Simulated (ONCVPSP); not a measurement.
# Before and after: ONCV potential for niobium (Nb)

niobium, optimised norm-conserving Vanderbilt (ONCV), made with ONCVPSP 4.0.1 (PBEsol, fully relativistic). Core [Ar] 3d10, reference 4s2 4p6 4d4 (charge +1). Waves: 4s: rc 1.30 bohr, ncon 4, nbas 8, qcut 4 1/bohr, 3 projectors, debl 2.5 Ha; 4p: rc 1.40 bohr, ncon 4, nbas 8, qcut 6.5 1/bohr, 2 projectors, debl 2.7 Ha; 4d: rc 2.10 bohr, ncon 5, nbas 10, qcut 9 1/bohr, 2 projectors, debl 0.9 Ha. Local part: polynomial inside 1.25 bohr (lpopt 5, dvloc0 4 Ha). Core correction: Teter function, fcfact 3, rcfact 1.45.

Open shells are filled in proportion to 2j + 1.

All-electron outer shells of the reference configuration (PBEsol, scalar-relativistic, ld1.x):

```csv
shell,level (eV),outermost node (bohr),outermost maximum (bohr)
4s,-64.75,0.53,1.04
4p,-40.93,0.54,1.12
4d,-9.30,0.55,1.49
```

Change: p: nproj 1.

Cutoffs: the cutoffs (Ha) at which the residual kinetic energy of the hardest occupied pseudo-wave falls to 1 and 0.1 mHa per electron; they do not see the model core or the augmentation charge, which bear on the density cutoff. Errors are all-electron minus pseudo energies relative to the spin-unpolarised reference configuration.

Q: Predict the effect on cutoff, ghosts and configuration errors.

A: The potential gets neither clearly harder nor softer (100 Ha and 119 Ha → 100 Ha and 119 Ha); both files keep a bound ghost (s); of the 4 tests that both files solve, the error grows in 1 and shrinks in 0 by more than 15 % and 0.3 meV (median size 0.5 → 0.6 meV); the range in which the p3/2 phases agree narrows (upper end at the end of the scan → 2.7); the range in which the p1/2 phases agree narrows (upper end at the end of the scan → 2.7).

| quantity | base | changed |
| --- | --- | --- |
| cutoff, loose | 100 Ha | 100 Ha |
| cutoff, tight | 119 Ha | 119 Ha |
| bound ghosts | s | s |
| GHOST(+) flags under 300 eV | none | none |
| error for 4s2 4p6 4d4 5s1, meV [ΔE -6.65 eV] | -0.9 | -0.9 |
| error for 4s2 4p6 4d3, meV [ΔE 14.03 eV] | +0.2 | +0.3 |
| error for 4s2 4p6 4d2, meV [ΔE 38.72 eV] | +3.9 | +5.4 |
| error for 4s2 4p6 4d4.5 5s0.5, meV [ΔE -6.09 eV] | -0.1 | -0.1 |
| s: phases at 1.32 bohr within 0.05 rad from the reference energy up to (Ha; the scan ends near 5) | to the end of the scan | to the end of the scan |
| p3/2: phases at 1.42 bohr within 0.05 rad from the reference energy up to (Ha; the scan ends near 5) | to the end of the scan | 2.7 |
| p1/2: phases at 1.42 bohr within 0.05 rad from the reference energy up to (Ha; the scan ends near 5) | to the end of the scan | 2.7 |
| d5/2: phases at 2.13 bohr within 0.05 rad from the reference energy up to (Ha; the scan ends near 5) | to the end of the scan | to the end of the scan |
| d3/2: phases at 2.13 bohr within 0.05 rad from the reference energy up to (Ha; the scan ends near 5) | to the end of the scan | to the end of the scan |
| rms error of d²Exc/dni dnj with the model core, mHa | 4.78 | 4.78 |

 A true bound ghost makes a file unfit for plane-wave use even where its test errors are small: the radial tests pick states by their node count and pass the ghost by.
